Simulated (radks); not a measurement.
Charge is removed step by step from the 6s up level of neutral caesium, starting from [Xe] 6s(up 1, down 0). All-electron calculation, scalar-relativistic Kohn-Sham, PBE, spin-polarised, spherical densities, finite nucleus; Fermi nuclear charge, rms radius 4.8041 fm. Program: a radial shooting solver on a logarithmic mesh with Libxc functionals.

removed (e)  E - E(0) (eV)  eigenvalue (eV)
0                    0.000           -2.267
0.125                0.309           -2.675
0.25                 0.669           -3.091
0.375                1.082           -3.515
0.5                  1.548           -3.951
0.625                2.070           -4.402
0.75                 2.649           -4.870
0.875                3.288           -5.349

The mean slope of the eigenvalue, de/dn, is 3.52 eV per electron.
